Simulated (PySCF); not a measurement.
Si(H)(Cl) cation (ClHSi), SMILES [SiH]Cl (connectivity only; charge and spin as stated), charge +1, multiplicity 2. The structure is a stationary point at B3LYP-D3(BJ)/def2-TZVP. The multiplicity is an assumed one; other spin states were not compared. The isomer is the one that the SMILES or the coordinates give; other isomers of the formula were not compared.

The numbers are results of B3LYP-D3(BJ)/def2-TZVP in PySCF, not measurements.

Harmonic wavenumbers (cm⁻¹): 621, 659, 2023. Rotational constants (GHz): 290.7, 7.941, 7.730; symmetry number 1.

Problem. Work out the zero-point energy and the ideal-gas rigid-rotor harmonic-oscillator thermochemistry at 298.15 K and 1 atm.

Solution. ZPE = ½ Σ hcν = ½ × 3303 cm⁻¹ = 19.76 kJ/mol. H − E(el) = 30.41 kJ/mol. Entropy in J/(mol K): translation 160.72, rotation 85.46, vibration 3.24, spin 5.76, total 255.19. G − E(el) = -45.68 kJ/mol. Cp = 41.24 J/(mol K).
